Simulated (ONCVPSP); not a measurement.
## Which change was made? (Al, ONCV)

* Element: Al (Z = 13)
* Generator: ONCVPSP 4.0.1
* Type: optimised norm-conserving Vanderbilt (ONCV)
* Functional: BLYP
* Relativity: non-relativistic
* Frozen core: [Ne]
* Valence charge: 3
* Reference configuration: 3s1 (charge +2)
* Partial waves: 3s: rc 1.80 bohr, ncon 4, nbas 7, qcut 4 1/bohr, 2 projectors, debl 3.5 Ha; p scattering state at 0.05 Ha: rc 1.95 bohr, ncon 3, nbas 8, qcut 4.3 1/bohr, 1 projector; d scattering state at 0.27 Ha: rc 1.50 bohr, ncon 4, nbas 8, qcut 7.3 1/bohr, 2 projectors, debl 3.9 Ha
* Local potential: polynomial inside 1.45 bohr (lpopt 5, dvloc0 0 Ha)
* Core correction: Teter function, fcfact 5.5, rcfact 1.3

Cutoffs, loose and tight: the cutoffs (Ha) at which the residual kinetic energy of the hardest occupied pseudo-wave falls to 1 and 0.1 mHa per electron. They do not see the model core or the augmentation charge, which bear on the density cutoff. Test errors are all-electron minus pseudo excitation energies from the reference, over the configurations 3s2 3p1; 3s2; 3s2 3p0.5; 3s1 3p2; variants that change the core or the reference have their own tests.

The base gives: outcome: generated; cutoff, loose: 6.6 Ha; cutoff, tight: 9.4 Ha; bound ghosts: none; GHOST(+) flags above zero: s; largest test error (meV): +252.

(1) After one change the result is: outcome: generated; cutoff, loose: 6.6 Ha; cutoff, tight: 9.4 Ha; bound ghosts: none; GHOST(+) flags above zero: s; largest test error (meV): -198. Which change was it?
A. core correction Teter function, fcfact 5.5, rcfact 2.06
B. core correction Teter function, fcfact 5.5, rcfact 1.44
C. core correction Teter function, fcfact 5.5, rcfact 1.82
D. core correction Teter function, fcfact 5.5, rcfact 1.6
E. core correction Teter function, fcfact 5.5, rcfact 0.98

Results:

(1) C. The others give: core correction Teter function, fcfact 5.5, rcfact 0.98 → outcome: generated; cutoff, loose: 6.6 Ha; cutoff, tight: 9.4 Ha; bound ghosts: none; GHOST(+) flags above zero: s; largest test error (meV): +337 | core correction Teter function, fcfact 5.5, rcfact 1.6 → outcome: generated; cutoff, loose: 6.6 Ha; cutoff, tight: 9.4 Ha; bound ghosts: none; GHOST(+) flags above zero: s; largest test error (meV): +87 | core correction Teter function, fcfact 5.5, rcfact 1.44 → outcome: generated; cutoff, loose: 6.6 Ha; cutoff, tight: 9.4 Ha; bound ghosts: none; GHOST(+) flags above zero: s; largest test error (meV): +186 | core correction Teter function, fcfact 5.5, rcfact 2.06 → outcome: generated; cutoff, loose: 6.6 Ha; cutoff, tight: 9.4 Ha; bound ghosts: none; GHOST(+) flags above zero: s; largest test error (meV): -397.
